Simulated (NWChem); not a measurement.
All runs are NWChem calculations. System: H$_{2}$Ge, charge 1, spin multiplicity 2, at the geometry of a parent with another charge or spin, in a state set for the comparison that need not be this species' ground state. Its SCF solution wasn't tested for a lower state. Level: UMP2/aug-cc-pVDZ, 9 core orbitals frozen.

Part of the output:

```
             Northwest Computational Chemistry Package (NWChem) 7.3.0
             --------------------------------------------------------

                                NWChem Input Module
                                -------------------

 Scaling coordinates for geometry "geometry" by  1.889725989
 (inverse scale =  0.529177249)

 Turning off AUTOSYM since
 SYMMETRY directive was detected!

                             Geometry "geometry" -> ""
                             -------------------------

 Output coordinates in angstroms (scale by  1.889725989 to convert to a.u.)

  No.       Tag          Charge          X              Y              Z
 ---- ---------------- ---------- -------------- -------------- --------------
    1 Ge                  32.0000     0.00000000     0.00000000     0.06635100
    2 H                    1.0000    -1.14248900     0.00000000    -1.06161800
    3 H                    1.0000     1.14248900     0.00000000    -1.06161800

 Effective nuclear repulsion energy (a.u.)      21.3263105001

            Nuclear Dipole moment (a.u.)
            ----------------------------
        X                 Y               Z
 ---------------- ---------------- ----------------
     0.0000000000     0.0000000000    -0.0000075589

      Symmetry information
      --------------------

 Group name             C2v
 Group number             16
 Group order               4
 No. of unique centers     2

      Symmetry unique atoms

     1    2


 Summary of "ao basis" -> "" (spherical)
 ------------------------------------------------------------------------------
       Tag                 Description            Shells   Functions and Types
 ---------------- ------------------------------  ------  ---------------------
 *                        aug-cc-pvdz                 on all atoms

 Summary of "ao basis" -> "ao basis" (spherical)
 ------------------------------------------------------------------------------
       Tag                 Description            Shells   Functions and Types
 ---------------- ------------------------------  ------  ---------------------
 Ge                       aug-cc-pvdz               14       36   6s5p3d
 H                        aug-cc-pvdz                5        9   3s2p

                                 NWChem SCF Module
                                 -----------------

  ao basis        = "ao basis"
  functions       =    54
  atoms           =     3
  alpha electrons =    17
  beta  electrons =    16
  charge          =   1.00
  wavefunction    = UHF
  use symmetry    = T
  symmetry adapt  = T

 Summary of "ao basis" -> "ao basis" (spherical)
 ------------------------------------------------------------------------------
       Tag                 Description            Shells   Functions and Types
 ---------------- ------------------------------  ------  ---------------------
 Ge                       aug-cc-pvdz               14       36   6s5p3d
 H                        aug-cc-pvdz                5        9   3s2p

      Symmetry analysis of basis
      --------------------------

        a1         24
        a2          5
        b1         15
        b2         10

 Forming initial guess at       0.0s

   Symmetry analysis of molecular orbitals - initial alpha
   -------------------------------------------------------

  Numbering of irreducible representations:

     1 a1          2 a2          3 b1          4 b2

  Orbital symmetries:

     1 a1          2 a1          3 b2          4 a1          5 b1
     6 a1          7 b2          8 a1          9 b1         10 a1
    11 b2         12 a2         13 b1         14 a1         15 a1
    16 b1         17 a1         18 b2         19 b1         20 a1
    21 a1         22 a1         23 b1         24 a1         25 b2
    26 b2         27 a2

   Symmetry analysis of molecular orbitals - initial beta
   ------------------------------------------------------

  Numbering of irreducible representations:

     1 a1          2 a2          3 b1          4 b2

  Orbital symmetries:

     1 a1          2 a1          3 b2          4 b1          5 a1
     6 a1          7 b2          8 a1          9 b1         10 a1
    11 b2         12 a2         13 b1         14 a1         15 a1
[...]
   Bfn.  Coefficient  Atom+Function         Bfn.  Coefficient  Atom+Function
  ----- ------------  ---------------      ----- ------------  ---------------
    39      1.154265  2 H  s                 48      1.154265  3 H  s
     6     -0.925803  1 Ge s                  5     -0.731147  1 Ge s
    21      0.703420  1 Ge pz                18      0.317061  1 Ge pz
     4     -0.239561  1 Ge s                 38      0.239884  2 H  s
    47      0.239884  3 H  s

 center of mass
 --------------
 x =   0.00000000 y =   0.00000000 z =   0.06880630

 moments of inertia (a.u.)
 ------------------
           8.915047517175           0.000000000000           0.000000000000
           0.000000000000          18.310481581557           0.000000000000
           0.000000000000           0.000000000000           9.395434064383

  Mulliken analysis of the total density
  --------------------------------------

    Atom       Charge   Shell Charges
 -----------   ------   -------------------------------------------------------
    1 Ge  32    30.94   2.00  2.00  2.01  0.99  0.57 -0.08  6.00  6.00  1.00  0.39 -0.01  9.97  0.10  0.00
    2 H    1     1.03   0.63  0.36  0.02  0.01  0.00
    3 H    1     1.03   0.63  0.36  0.02  0.01  0.00

  Mulliken analysis of the alpha density
  --------------------------------------

    Atom       Charge   Shell Charges
 -----------   ------   -------------------------------------------------------
    1 Ge  32    15.74   1.00  1.00  1.01  0.55  0.34 -0.05  3.00  3.00  0.64  0.22 -0.01  4.98  0.05 -0.00
    2 H    1     0.63   0.38  0.24  0.01  0.01 -0.00
    3 H    1     0.63   0.38  0.24  0.01  0.01 -0.00

   Mulliken analysis of the beta density
   -------------------------------------

    Atom       Charge   Shell Charges
 -----------   ------   -------------------------------------------------------
    1 Ge  32    15.20   1.00  1.00  1.01  0.43  0.23 -0.03  3.00  3.00  0.35  0.17 -0.01  4.99  0.05  0.01
    2 H    1     0.40   0.25  0.12  0.01  0.01  0.00
    3 H    1     0.40   0.25  0.12  0.01  0.01  0.00

   Mulliken analysis of the spin density
   -------------------------------------

    Atom       Charge   Shell Charges
 -----------   ------   -------------------------------------------------------
    1 Ge  32     0.53   0.00  0.00 -0.00  0.12  0.11 -0.02  0.00  0.00  0.29  0.05  0.00 -0.01  0.01 -0.01
    2 H    1     0.23   0.12  0.11  0.00  0.00 -0.00
    3 H    1     0.23   0.12  0.11  0.00  0.00 -0.00

       Multipole analysis of the density wrt the origin
       ------------------------------------------------

     L   x y z        total         alpha         beta         nuclear
     -   - - -        -----         -----         ----         -------
     0   0 0 0      1.000000    -17.000000    -16.000000     34.000000

     1   1 0 0     -0.000000     -0.000000     -0.000000      0.000000
     1   0 1 0     -0.000000      0.000000     -0.000000      0.000000
     1   0 0 1      0.095673     -0.146431      0.242112     -0.000008

     2   2 0 0    -11.454228    -11.419613     -9.357101      9.322486
     2   1 1 0      0.000000      0.000000      0.000000      0.000000
     2   1 0 1      0.000000      0.000000      0.000000      0.000000
     2   0 2 0     -9.613345     -5.396744     -4.216601      0.000000
     2   0 1 1      0.000000      0.000000      0.000000      0.000000
     2   0 0 2    -10.550038    -12.046870     -7.055667      8.552499

                   NWChem MP2 Semi-direct Energy/Gradient Module
                   ---------------------------------------------

  Basis functions       =     54
  Molecular orbitals    =     54
  Frozen core           =      9
  Frozen virtuals       =      0
  Active alpha occupied =      8
  Active beta occupied  =      7
  Active alpha virtual  =     37
  Active beta virtual   =     38
  Use MO symmetry       = T
  Use skeleton AO sym   = T

  AO/Fock/Back tols     =   1.0D-09  1.0D-09  1.0D-09

 GA uses MA = F    GA memory limited = T

 Available:
  local mem=  1.26D+08
 global mem=  1.44D+08
 local disk=  0.00D+00
  mp2_memr nvloc                    37
  nvloc new                    37
   1 passes of   8:        3145728                      13496                   1499560.
   1 passes of   8: M    126153324           G      144173368           F     123007596.

 Semi-direct pass number   1 of   1  for UHF alpha       at        1.4s
  vrange nnbf                  1485
  mp2_eaftype                    10  avail_ma_in_mb                  1099
 EAF : mp2_eaftype filesize          10     749780.
  mp2_eaf for mointskh                     10
Node 0 wrote      3.5 Mb in      0.0 s     Agg I/O rate:   313.4 Mb/s
 Done moints_semi at        5.5s
  mp2_eaftype                    10  avail_ma_in_mb                  1089
 EAF : mp2_eaftype filesize          10     749780.
  mp2_eaf for kh                    10
 Done maket at        5.5s
 Done multipass loop at        5.5s

 GA uses MA = F    GA memory limited = T

 Available:
  local mem=  1.26D+08
 global mem=  1.44D+08
 local disk=  0.00D+00
  mp2_memr nvloc                    38
  nvloc new                    38
   1 passes of   7:        3145728                      12731                   1348090.
   1 passes of   7: M    126153324           G      144173368           F     123007596.

 Semi-direct pass number   1 of   1  for UHF beta        at        5.6s
  vrange nnbf                  1485
  mp2_eaftype                    10  avail_ma_in_mb                  1099
 EAF : mp2_eaftype filesize          10     674045.
  mp2_eaf for mointskh                     10
Node 0 wrote      3.2 Mb in      0.0 s     Agg I/O rate:   774.9 Mb/s
 Done moints_semi at        9.7s
  mp2_eaftype                    10  avail_ma_in_mb                  1089
 EAF : mp2_eaftype filesize          10     674045.
  mp2_eaf for kh                    10
 Done maket at        9.7s
 Done multipass loop at        9.7s

          -------------------------------------------
          SCF energy               -2076.133324200149
          Correlation energy          -0.081414134169
          Singlet pairs                0.000000000000
          Triplet pairs                0.000000000000
          Total MP2 energy         -2076.214738334317
          -------------------------------------------

          ---------------------------------------------------
                    Spin Component Scaled (SCS) MP2
          Same spin pairs                     -0.012898404837
          Same spin scaling factor             0.333333333333
          Opposite spin pairs                 -0.068515729332
          Opposite spin scaling fact.          1.200000000000
          SCS-MP2 correlation energy          -0.086518343477
          Total SCS-MP2 energy             -2076.219842543626
          ---------------------------------------------------

 -----------------------
 Performance information
 -----------------------

 Timer overhead =  9.64D-08 seconds/call

               Nr. of calls         CPU time (s)                 Wall time (s)                GFlops
             ---------------    -------------------     ------------------------------   -------------------
Name         Min   Avg   Max    Min     Avg     Max     Min     Avg     Max   Mx/calls   Min     Max     Sum
mp2: moin     2     2     2    8.2     8.2     8.2      8.2     8.2     8.2     4.1      0.0     0.0     0.0
mp2: make     2     2     2   2.91E-2 2.91E-2 2.91E-2  2.91E-2 2.91E-2 2.91E-2 1.45E-2   0.0     0.0     0.0
mp2: tota     1     1     1    8.3     8.3     8.3      8.3     8.3     8.3     8.3      0.0     0.0     0.0

 The average no. of pstat calls per process was 5.00D+00
 with a timing overhead of 4.82D-07s

 Task  times  cpu:        9.7s     wall:        9.7s

 Total times  cpu:        9.7s     wall:        9.7s
```

Question: Write an NWChem input that would produce this output.

Answer: Several could match; the one computed here: 
```
start mol
memory heap 200 mb stack 900 mb global 1100 mb
charge 1
geometry units angstroms nocenter noautoz
  Ge     0.000000     0.000000     0.066351
  H     -1.142489     0.000000    -1.061618
  H      1.142489     0.000000    -1.061618
  symmetry group C2v
end
basis spherical
  * library aug-cc-pvdz
end
scf
  uhf
  nopen 1
  maxiter 100
  thresh 1e-7
  semidirect memsize 60000000 filesize 0
  # guess.movecs holds the orbitals of an unrestricted PBE0 run
  vectors input guess.movecs output mol.movecs
end
mp2
  freeze core 9
end
task mp2 energy
```
